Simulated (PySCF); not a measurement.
H$_{3}$AlF$_{2}$O$_{2}$Si (SMILES [OH][Al]([OH])[SiH](F)F), singlet, at a GFN2-xTB geometry (such geometries of metal compounds can be far from the true shape).

Input for PySCF:
```python
from pyscf import gto, scf, mcscf
import numpy

mol = gto.M(
    atom='''
Si   -1.140475   -0.330441    0.008524
F    -1.845984    0.463585    1.219988
F    -1.842401    0.400735   -1.243861
Al    1.241530   -0.071983   -0.000868
O     1.972621   -1.532500    0.205932
O     1.816601    1.456148   -0.198619
H    -1.843573   -1.613089    0.038992
H     2.446263   -2.343452    0.324651
H     2.105756    2.350425   -0.315347
''',
    basis='sto-3g',
    charge=0,
    spin=0,
    verbose=4,
)

mf = scf.RHF(mol)
mf.kernel()
mc = mcscf.CASSCF(mf, 2, 2)
mc.fix_spin_(ss=0.0)
mc = mc.state_average_([0.5, 0.5])
mc.kernel()
```

### Question
What does this run give for the SCF-reference Mulliken (on the basis functions themselves) charges in atom order, SCF-reference HOMO energy?

### Answer

The SCF-reference Mulliken (on the basis functions themselves) charges in atom order is Si1 0.69, F2 -0.37, F3 -0.37, Al4 1.09, O5 -0.63, O6 -0.62, H7 -0.20, H8 0.19, H9 0.20 and the SCF-reference HOMO energy comes out as -6.94 eV.
